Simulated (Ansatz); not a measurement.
**Which level was it?**

BSiH4OF3: 10 atoms, total charge 0, spin state singlet. SMILES: `F[B-](F)(F)[OH+][SiH3]`. The shape is that of a PBE0-D4/def2-TZVP optimisation.

```xyz
10

F    -1.2260   -1.8520   -1.0847
B    -0.1228   -1.0821   -1.0724
F     0.8965   -1.5208   -0.2811
F     0.2420   -0.5640   -2.2682
O    -0.5858    0.2956   -0.1946
Si    0.3251    0.8126    1.1537
H    -1.0241    0.9546   -0.7411
H     0.1757   -0.2222    2.1898
H    -0.3243    2.0857    1.5467
H     1.7267    1.0416    0.7548
```

Orbital energies are those of the mean-field step.

A calculation with Ansatz 0.2.0 gave:

* total energy: -685.7040 Eh
* dipole moment: 5.82 D
* HOMO energy: -13.85 eV
* LUMO energy: 3.01 eV
* HOMO–LUMO gap: 16.87 eV
* largest force: 1.278 eV/Å

Which of these levels gave the numbers?
A. HF/3-21G
B. CCSD(T)/6-31G* (spherical functions)
C. CAM-B3LYP/6-311G**
D. PBE0/def2-SVP

A. The others give -691.7495 Eh (CAM-B3LYP/6-311G**), -690.7999 Eh (PBE0/def2-SVP), -690.2195 Eh (CCSD(T)/6-31G* (spherical functions)).
